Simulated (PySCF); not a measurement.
Breaking a bond: SiN, doublet.

Level of theory: PySCF with CCSD(T) on UHF/6-31G, 6 core orbitals frozen.

Relative to R = 1.66 Å, what are the energies at R = 1.24, 1.48, 1.73, 1.82 Å?

155.5 kcal/mol at 1.24 Å, 17.0 kcal/mol at 1.48 Å, 1.6 kcal/mol at 1.73 Å, 7.0 kcal/mol at 1.82 Å.

The scan ran from 1.24 to 6.29 Å; beyond the distances shown one of the unrestricted levels run for this scan, shown here or not, changes its spin distribution in one step. The unrestricted determinant behind UCCSD(T) is spin-contaminated at 1.40 to 1.82 Å (<S²> up to 2.1, against 0.75 for a pure doublet).
